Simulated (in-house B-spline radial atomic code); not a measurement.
The numbers below are computed, except where a source is named.
# Weak and strong correlation along the adiabatic connection

Two-electron singlets in several external potentials (atomic units), by full CI in B-splines with partial waves to l = 8 (correlation energies up to 0.6 % small). The repulsion is scaled by λ at fixed density; W(λ) is the mean repulsion less the Hartree energy, W(0) = E_x, and the area under W from 0 to 1 is E_xc.

Relative drop (W(λ) − E_x)/E_x:

```
                             system  λ = 0.12  λ = 0.25  λ = 0.4  λ = 0.6  λ = 0.8   λ = 1
  −Z exp(−kr)/r, Z = 9.14, k = 3.15    0.0023    0.0047   0.0075   0.0111   0.0147  0.0182
   ω²r²/2 − Z/r, ω = 0.473, Z = 0.5    0.0187    0.0370   0.0560   0.0784   0.0978  0.1149
    ω²r²/2 − Z/r, ω = 0.0549, Z = 2    0.0110    0.0222   0.0345   0.0496   0.0636  0.0766
−Z exp(−kr)/r, Z = 1.53, k = 0.0634    0.0159    0.0317   0.0486   0.0688   0.0869  0.1032
                     −Z/r, Z = 1.18    0.0241    0.0473   0.0709   0.0980   0.1210  0.1407
    ω²r²/2 − Z/r, ω = 0.0146, Z = 1    0.0346    0.0662   0.0967   0.1296   0.1561  0.1778
 −Z exp(−kr)/r, Z = 2.77, k = 0.453    0.0077    0.0158   0.0247   0.0360   0.0467  0.0567
```

Task: Order the systems by how far second-order (GL2) theory, half the initial slope (estimated from the first points of each curve), overshoots the correlation energy, least first.
A. −Z exp(−kr)/r, Z = 2.77, k = 0.453
B. ω²r²/2 − Z/r, ω = 0.473, Z = 0.5
C. ω²r²/2 − Z/r, ω = 0.0146, Z = 1
D. −Z/r, Z = 1.18
E. ω²r²/2 − Z/r, ω = 0.0549, Z = 2
F. −Z exp(−kr)/r, Z = 9.14, k = 3.15
G. −Z exp(−kr)/r, Z = 1.53, k = 0.0634

Result: F (GL2/E_c = 1.03), A (GL2/E_c = 1.10), E (GL2/E_c = 1.15), G (GL2/E_c = 1.21), B (GL2/E_c = 1.27), D (GL2/E_c = 1.33), C (GL2/E_c = 1.48).

Task: What else changes along this order?

Result: The ratio follows the bend of the curve. With it the leading natural occupation goes from 1.999 to 1.897 and −T_c/E_c from 0.97 to 0.68 between the first and the last.
